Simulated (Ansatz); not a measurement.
`FB[SiH]1C[SiH2]1` + NH₃ → `N[SiH]1C[SiH2]1` + `BF` at 600 K and 1 bar (cleavage of the Si–B bond).

Gas-phase electronic energies from Ansatz, PBE0-D4/def2-TZVP geometries. CCSD(T)/CBS adds triple-zeta CCSD(T) − MP2 to the extrapolated MP2 energy (def2 sets, frozen cores). This one scheme is used for every species. Each species was taken in one conformer, which may not be the lowest.

```
           species  CCSD(T)/CBS energy (Eh)  H − E (kJ/mol)  S (J/(mol·K))
`FB[SiH]1C[SiH2]1`               -744.40562           244.0          463.3
               NH₃                -56.50880           112.4          219.5
 `N[SiH]1C[SiH2]1`               -675.11134           267.1          434.0
              `BF`               -125.82039            83.0          253.5
```

H − E and S are ideal-gas, rigid-rotor, harmonic terms from PBE0-D4/def2-TZVP, for one conformer and one mirror image of each species. 1 Eh = 2625.50 kJ/mol, R = 8.31446 J/(mol·K).

Task: By hand: ΔE, ΔH, ΔS and ΔG.

Result: ΔE = (-675.11134) + (-125.82039) − (-744.40562) − (-56.50880) = -0.01731 Eh = -45.4 kJ/mol. Δ(H − E) = 267.1 + 83.0 − 244.0 − 112.4 = -6.3, so ΔH = -51.7 kJ/mol. ΔS = 434.0 + 253.5 − 463.3 − 219.5 = 4.7 J/(mol·K). ΔG = -51.7 − 600 × (4.7)/1000 = -54.5 kJ/mol.

Task: By hand: the equilibrium constant, and the temperature at which ΔG would vanish if ΔH and ΔS stayed fixed.

Result: log₁₀ K = −ΔG/(RT ln 10) = 4.7. ΔH and −TΔS have one sign here, so there is no such temperature. One of them is within its doubt of zero, so this could turn.

The number of gas molecules stays the same, so ΔS is small and ΔH decides. A doubt of 5 kJ/mol in ΔE shifts log₁₀ K by 0.4 here. Other conformers and mirror images would add mixing entropy, several J/(mol·K) or more a flexible species. These are equilibria of isolated gas molecules and say nothing of rates. Largest T1 diagnostic: 0.015 (customary marks: 0.02 for closed shells, 0.045 for open ones).
